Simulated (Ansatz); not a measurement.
**Nudged elastic band run: AlCl$_{2}$F$_{2}$H**

Input:

```yaml
crystal:
  periodic: [false, false, false]
  atoms:
    - { symbol: Al, position_ang: [0.097635, -0.004873, 0.037297] }
    - { symbol: F, position_ang: [0.090494, 0.442131, 1.633031] }
    - { symbol: Cl, position_ang: [1.800217, 0.34787, -1.096175] }
    - { symbol: F, position_ang: [-1.356337, -0.131995, -0.718634] }
    - { symbol: Cl, position_ang: [0.337862, -2.363746, 0.891292] }
    - { symbol: H, position_ang: [0.296629, -1.803987, 2.053389] }
basis:
  gaussian: { orbitals: def2-SVP }
hamiltonian:
  xc: { name: BHLYP }
neb:
  order_check: false
  images: 7
  f_tol: 0.05
  max_iterations: 60
  final_atoms:
    - { symbol: Al, position_ang: [0.14593633, -0.52730737, -0.14250708] }
    - { symbol: F, position_ang: [0.15668881, -0.02117729, 1.76545924] }
    - { symbol: Cl, position_ang: [1.79173924, 0.45990159, -0.9419887] }
    - { symbol: F, position_ang: [-1.37038675, -0.03123274, -0.5477395] }
    - { symbol: Cl, position_ang: [0.33810835, -2.54925374, 0.46260649] }
    - { symbol: H, position_ang: [0.204414, -0.84553046, 2.20436954] }
  initial_path:
    images:
      - { positions_ang: [[0.097635, -0.004873, 0.037297], [0.090494, 0.442131, 1.633031], [1.800217, 0.34787, -1.096175], [-1.356337, -0.131995, -0.718634], [0.337862, -2.363746, 0.891292], [0.296629, -1.803987, 2.053389]] }
      - { positions_ang: [[0.0690453, -0.00299648, 0.03080101], [0.06893416, 0.32441384, 1.73751423], [1.82578874, 0.27579699, -1.10281671], [-1.38938523, -0.10262945, -0.7437149], [0.39622699, -2.3575834, 0.86026513], [0.29589004, -1.65160151, 2.01815124]] }
      - { positions_ang: [[0.0404556, -0.00111996, 0.02430502], [0.04737433, 0.20669668, 1.84199747], [1.85136048, 0.20372399, -1.10945842], [-1.42243346, -0.07326391, -0.7687958], [0.45459197, -2.35142079, 0.82923826], [0.29515108, -1.49921601, 1.98291347]] }
      - { positions_ang: [[0.01186589, 0.00075657, 0.01780903], [0.02581449, 0.08897951, 1.9464807], [1.87693222, 0.13165098, -1.11610013], [-1.45548169, -0.04389836, -0.79387671], [0.51295696, -2.34525819, 0.79821139], [0.29441213, -1.34683052, 1.94767571]] }
      - { positions_ang: [[-0.01672381, 0.00263309, 0.01131304], [0.00425466, -0.02873765, 2.05096394], [1.90250396, 0.05957798, -1.12274184], [-1.48852992, -0.01453281, -0.81895761], [0.57132194, -2.33909558, 0.76718452], [0.29367317, -1.19444502, 1.91243795]] }
      - { positions_ang: [[0.02394123, -0.12985203, -0.02714199], [0.04236319, -0.02684756, 1.97958776], [1.87481278, 0.15965888, -1.07755355], [-1.45899413, -0.0187078, -0.75115308], [0.51301855, -2.39163512, 0.69104001], [0.27135838, -1.10721638, 1.98542085]] }
      - { positions_ang: [[0.06460626, -0.26233714, -0.06559702], [0.08047173, -0.02495747, 1.90821159], [1.8471216, 0.25973978, -1.03236527], [-1.42945833, -0.02288278, -0.68334855], [0.45471515, -2.44417466, 0.61489551], [0.24904359, -1.01998774, 2.05840374]] }
      - { positions_ang: [[0.1052713, -0.39482226, -0.10405205], [0.11858027, -0.02306738, 1.83683542], [1.81943042, 0.35982069, -0.98717698], [-1.39992254, -0.02705776, -0.61554403], [0.39641175, -2.4967142, 0.538751], [0.22672879, -0.9327591, 2.13138664]] }
      - { positions_ang: [[0.14593633, -0.52730737, -0.14250708], [0.15668881, -0.02117729, 1.76545924], [1.79173924, 0.45990159, -0.9419887], [-1.37038675, -0.03123274, -0.5477395], [0.33810835, -2.54925374, 0.46260649], [0.204414, -0.84553046, 2.20436954]] }
```

Command:

```bash
$ ansatz run input.yaml --threads 2 --pin off --max-ram 3072MiB --backend cpu --events-out ev --progress --plain --runs-dir out
```

Output, in part (warnings, iteration lines, the closing report on the highest movable image, with atoms numbered from 0):

```
NEB end point (image 0): max|allowed force component| = 2.371e-2 eV/Å (the criterion of neb.relax_end_points is 1.000e-2)
NEB end point (image 8): max|allowed force component| = 2.070e-2 eV/Å (the criterion of neb.relax_end_points is 1.000e-2)
NEB iter   1: max|band force component| = 2.594e0 eV/Å  barrier→ = 1.6991 eV  barrier← = 1.7788 eV  Δτ_max = 0.2000 Å  (228 SCF iters)
NEB iter   2: max|band force component| = 1.627e0 eV/Å  barrier→ = 0.6275 eV  barrier← = 0.7072 eV  Δτ_max = 0.2000 Å  (207 SCF iters)
NEB iter   3: max|band force component| = 2.086e0 eV/Å  barrier→ = 0.3398 eV  barrier← = 0.4195 eV  Δτ_max = 0.1000 Å  (210 SCF iters)
NEB iter   4: max|band force component| = 6.958e-1 eV/Å  barrier→ = 0.3249 eV  barrier← = 0.4045 eV  Δτ_max = 0.0852 Å  (210 SCF iters)
NEB iter   5: max|band force component| = 2.799e-1 eV/Å  barrier→ = 0.3048 eV  barrier← = 0.3845 eV  CI = image 4  Δτ_max = 0.0355 Å  (210 SCF iters)
NEB iter   6: max|band force component| = 1.193e-1 eV/Å  barrier→ = 0.3040 eV  barrier← = 0.3836 eV  CI = image 4  Δτ_max = 0.0085 Å  (212 SCF iters)
NEB iter   7: max|band force component| = 6.197e-2 eV/Å  barrier→ = 0.3034 eV  barrier← = 0.3831 eV  CI = image 4  Δτ_max = 0.0060 Å  (175 SCF iters)
NEB iter   8: max|band force component| = 2.426e-2 eV/Å  barrier→ = 0.3031 eV  barrier← = 0.3828 eV  CI = image 4  Δτ_max = 0.0000 Å  (354 SCF iters)
Total energy: -37082.29229445 eV, -1362.7491065404 hartree
Atom 0 at     0.128245    -0.272075    -0.011977 Å, force    -0.025962     0.003520     0.025949 eV/Å
Atom 1 at     0.140361     0.042341     1.736090 Å, force     0.017879    -0.003488    -0.009951 eV/Å
Atom 2 at     1.815828     0.362817    -1.027619 Å, force     0.005621     0.007309    -0.000757 eV/Å
Atom 3 at    -1.380380    -0.071921    -0.626873 Å, force     0.005211    -0.007722    -0.017936 eV/Å
Atom 4 at     0.327471    -2.383203     0.913599 Å, force    -0.010590     0.015029     0.010058 eV/Å
Atom 5 at     0.234975    -1.192560     1.816981 Å, force     0.007840    -0.014649    -0.007363 eV/Å
Dipole moment:     0.120839    -0.234372     0.321360 e Å
```

The forces met the threshold. A vibrational analysis at the climbing image gives one clearly imaginary mode, 848i cm⁻¹: a first-order saddle point. The orbitals stay closed-shell, which can raise the energy where a bond breaks towards radicals; this wasn't checked here.

Final band (atoms are numbered from 1 in the order of the input):

```csv
image,path coordinate (Å),energy (kcal/mol),Cl5–H6 (Å),F2–H6 (Å)
0,0.00,0.0,1.29,2.29
1,0.21,0.4,1.30,2.02
2,0.43,1.7,1.31,1.76
3,0.64,4.4,1.36,1.50
4,0.86,7.0,1.50,1.24
5,1.06,4.1,1.70,1.05
6,1.26,0.3,1.93,0.97
7,1.46,-1.5,2.18,0.95
8,1.66,-1.8,2.44,0.94
```

The run took 120 s on 2 threads of Arm Neoverse V1, on a shared host, peak memory 0.2 GiB.
